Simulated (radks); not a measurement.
Values are calculated unless marked as measured or tabulated.
Question: Ionisation of Ti+, [Ar] 3d2 4s1, to Ti2+, [Ar] 3d2, under several functionals. Dirac Kohn-Sham, spin-unpolarised, spherical densities, point nucleus; open shells are shared between the two j in proportion to 2j + 1; a radial shooting solver on a logarithmic mesh with Libxc functionals. The NIST Atomic Spectra Database gives 13.576 eV (measured). Rank these functionals by the error of their Delta-SCF ionisation energy: XLYP; revPBE; Wu-Cohen GGA; PW91; exchange-only PBE; LDA (Slater exchange, VWN5 correlation).

Answer: From best to worst: PW91 13.592 eV (+0.017); revPBE 13.431 eV (-0.144); Wu-Cohen GGA 13.412 eV (-0.164); XLYP 13.777 eV (+0.202); LDA (Slater exchange, VWN5 correlation) 13.792 eV (+0.216); exchange-only PBE 13.179 eV (-0.396). Spin polarisation and multiplet splitting are left out, so open shells lie too high by an amount that depends on their filling.

Beside tabulated values, note that spin-unpolarised runs miss the spin-polarisation part of the exchange energy of open shells.
